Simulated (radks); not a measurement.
Results of a calculation; reference values are marked as such.
Level of theory: non-relativistic Kohn-Sham, LDA (Slater exchange, Perdew-Wang correlation), spin-polarised, spherical densities, point nucleus; open shells are filled with parallel spins first (spin-orbit coupling, left out, can overturn this in heavy ions) (a radial shooting solver on a logarithmic mesh with Libxc functionals). Response by self-consistent Sternheimer equations with the Hartree and adiabatic LDA kernel. For heavy and open-shell atoms this level of theory can miss by tens of per cent. Estimate the static dipole polarisabilities of Ga ([Ar] 3d10 4s2 4p1) and F3+ ([He] 2s2 2p2) and the C6 coefficients of the three pairs.

Answer. alpha = 59.33 and 0.9338 bohr^3; C6 = 491.9 (Ga-Ga), 14.95 (Ga-F3+), 0.8428 (F3+-F3+) hartree bohr^6.
